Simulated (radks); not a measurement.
Valence configurations of Cd+ (all share [Kr]). Method: scalar-relativistic Kohn-Sham, r2SCAN, spin-polarised, spherical densities, finite nucleus; open shells are filled with parallel spins first (spin-orbit coupling, left out, can overturn this in heavy ions); meta-GGA in the generalised Kohn-Sham scheme; Fermi nuclear charge, rms radius 4.6087 fm; computed with a radial shooting solver on a logarithmic mesh with Libxc functionals. Energies are relative to 4d10 5s1; eigenvalues in eV for spin up.

valence           E (eV)  moment (Bohr magnetons)    e(4d)    e(5p)    e(5s)
4d10 5s1           0.000                        1  -21.011        -  -13.715
4d10 5s0.5 5p0.5   3.026                        1  -21.779   -8.000  -13.943
4d9 5s1 5p1       14.448                        3  -27.044   -9.885  -16.767
4d9 5s2            9.372                        1  -25.619        -  -14.897
4d10 5p1           5.979                        1  -22.530   -8.420        -
4d7 5s1 5p3       51.322                        7  -38.862  -13.444  -21.774
4d6 5s1 5p4       78.278                        7  -45.271  -14.875  -23.932
4d9.5 5s1.5        4.553                        1  -23.306        -  -14.342
4d9.5 5p1.5       13.288                        2  -25.491   -9.546        -
4d9.5 5s1 5p0.5    6.915                        2  -24.047   -8.792  -15.307

NIST lists [Kr] 4d10 5s1 as the ground configuration; this level of theory agrees among the configurations tried. The energies are those of spherical high-spin densities, not of single terms.
